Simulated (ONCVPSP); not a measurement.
# Cu: excitation energies, all-electron against ONCV

| Quantity | Value |
| --- | --- |
| Element | Cu |
| Generator | ONCVPSP 4.0.1 |
| Type | optimised norm-conserving Vanderbilt (ONCV) |
| Functional | PBE |
| Relativity | scalar-relativistic |
| Frozen core | [Ne] |
| Valence charge | 19 |
| Reference configuration | 3s2 3p6 3d10 4s1 |
| Partial waves | 3s+4s: rc 1.00 bohr, ncon 5, nbas 8, qcut 14.1 1/bohr, 2 projectors; 3p: rc 0.80 bohr, ncon 4, nbas 8, qcut 12.4 1/bohr, 2 projectors, debl 2.7 Ha; 3d: rc 1.20 bohr, ncon 3, nbas 8, qcut 15.3 1/bohr, 2 projectors, debl 2.5 Ha |
| Local potential | polynomial inside 0.60 bohr (lpopt 5, dvloc0 0 Ha) |
| Core correction | none |

Energies are relative to the spin-unpolarised reference configuration 3s2 3p6 3d10 4s1; without spin polarisation the order of configurations can differ from experiment. Not all tests gave a result: 1 of 4 tests not solved or not reliable.

```json
{"valence configuration": "3s2 3p6 3d10 4s0", "charge": "+1", "ΔE all-electron (eV)": "8.150", "error AE − PS (meV)": "+2.9"}
{"valence configuration": "3s2 3p6 3d9 4s0", "charge": "+2", "ΔE all-electron (eV)": "29.483", "error AE − PS (meV)": "0.0"}
{"valence configuration": "3s2 3p6 3d10 4s0.5", "charge": "+0.5", "ΔE all-electron (eV)": "3.164", "error AE − PS (meV)": "+1.8"}
```
